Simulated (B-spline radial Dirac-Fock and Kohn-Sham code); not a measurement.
# Atomic SCF run for Au

ΔSCF core binding energies without Breit or QED terms, calculated with an atomic code on a B-spline grid. Keys: rel is the Hamiltonian (dirac, or spin-free x2c and nr, where L3 and M5 stand for the whole 2p and 3d shells), method is hf or an exchange,correlation pair (spin-unpolarised, also for the hole states), nuc the nuclear model, radius_factor scales its radius, rmax is the box in bohr, h the logarithmic mesh step, order the B-spline order, points the quadrature points per cell, c_factor scales the speed of light, and damp, ndamp, maxit and tol steer the iteration. The run stops when the commutator error falls below 10·tol·max(1, Z/10), or the numerical noise floor, and the energy has settled to about 1e-8 Ha; the virial ratio is −V/T.

Input (task.json):

```json
{"items": [{"Z": 79, "q": 0, "cfg": [[1, 0, 2], [2, 0, 2], [2, 1, 6], [3, 0, 2], [3, 1, 6], [3, 2, 10], [4, 0, 2], [4, 1, 6], [4, 2, 10], [4, 3, 14], [5, 0, 2], [5, 1, 6], [5, 2, 10], [6, 0, 1]], "A": 197, "rrms": 5.4371, "do": "settings", "holes": ["K", "L3", "M5"],
  "settings": [{"rel": "dirac", "method": "hf", "nuc": "fermi", "radius_factor": 1.0, "rmax": 45.0, "h": 0.3, "order": 8, "points": 10, "c_factor": 1.0, "maxit": 66, "damp": 0.5, "ndamp": 3, "tol": 1e-14}]}]}
```

Command: `python xray2_run.py task.json out`

Ground-state iterations:

```
iter   energy (Ha)        error
   1   -19033.06336369  2.24e+00
   2   -19004.63029981  5.51e-01
   3   -19033.45973310  2.64e-01
   4   -19035.35854443  6.95e-02
   5   -19035.49948880  5.47e-02
   6   -19035.55526301  1.39e-02
   7   -19035.55771741  4.91e-03
   8   -19035.55811560  3.99e-04
   9   -19035.55812025  1.42e-04
  10   -19035.55812075  1.80e-05
  11   -19035.55812077  2.37e-06
  12   -19035.55812077  2.82e-07
  13   -19035.55812077  1.89e-08
```

The ground state converged in 13 iterations, with total energy -19035.55812 Ha, virial ratio 1.87133 and highest orbital energy -7.94 eV. ΔSCF binding energies: K (1s) 81161.7 eV, L3 (2p3/2) 11960.4 eV, M5 (3d5/2) 2216.5 eV.

One setting is outside the advised range (tolerance below the noise), but here it does no visible harm: the result matches the run with default settings.
